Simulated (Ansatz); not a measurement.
Computed with Ansatz on PBE0-D4/def2-TZVP structures; ΔE is electronic, products minus reactants. CCSD(T)/CBS adds triple-zeta CCSD(T) − MP2 to the extrapolated MP2 energy (def2 sets, frozen cores). Functionals use def2-TZVPP. For Ge outer-core shells are correlated without core-valence functions, which leaves a few kJ/mol of doubt a bond. Scalar relativity is left out up to krypton. Each species was taken in one conformer, which may not be the lowest.

Reaction (redistribution): `C[Si](O)(F)Cl` + `Cl[C]1=[CH][GeH2]1` → `O[Si](F)(Cl)Cl` + `C[C]1=[CH][GeH2]1`

```csv
level,ΔE (eV)
r2SCAN-D4,-1.04
ωB97M-V,-1.08
B2PLYP,-1.05
PBE,-0.95
PBE0,-1.04
MP2/def2-TZVPP,-1.10
HF/CBS(def2),-1.20
CCSD/CBS(def2),-1.13
```

What does CCSD(T)/CBS give? (An estimate is asked.)

Computed: -1.10 eV. The listed levels differ from it by 0.06, 0.02, 0.05, 0.15, 0.06, 0.00, -0.10, -0.03 eV.

Largest T1 diagnostic among the species: 0.013.

From PBE to PBE0 (25 % exact exchange), in def2-TZVPP and without D4, ΔE moves by −0.08 eV. In def2-TZVPP, CCSD(T) changes the Hartree–Fock value by +0.12 eV (the triples alone add +0.03 eV) and MP2 by +0.09 eV.
